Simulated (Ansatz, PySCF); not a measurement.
Molecule: SnO (charge 0, triplet). This is an excited triplet: at this geometry the singlet lies 2.07 eV lower at CCSD(T)/CBS(def2-TZVPPD,def2-QZVPPD). 
Coordinates optimised at B3LYP-D3(BJ)/def2-TZVP (Ansatz, a first-principles code):
```
Sn
O 1 2.0630
```
Charge 0, spin multiplicity 3.

Dipole moments at this geometry, in debye (magnitudes).

```
level               program  dipole (D)
------------------  -------  ----------
HF/def2-TZVPD         PySCF        2.71
PBE/def2-TZVPD       Ansatz        2.13
BLYP/def2-TZVPD      Ansatz        2.20
BP86/def2-TZVPD       PySCF        2.11
M06-L/def2-TZVPD      PySCF        2.23
r2SCAN/def2-TZVPD    Ansatz        2.18
B97M-V/def2-TZVPD    Ansatz        2.31
BHLYP/def2-TZVPD     Ansatz        2.65
TPSSh/def2-TZVPD      PySCF        2.29
PW6B95/def2-TZVPD     PySCF        2.51
M06-2X/def2-TZVPD     PySCF        2.70
MN15/def2-TZVPD       PySCF         ___
wB97X-V/def2-TZVPD   Ansatz        2.49
CCSD(T)/def2-SVPD    Ansatz         ___
```

**Question.** Fill in the missing entries.

**Answer.** 
- MN15/def2-TZVPD, dipole (D): 2.57
- CCSD(T)/def2-SVPD, dipole (D): 2.44
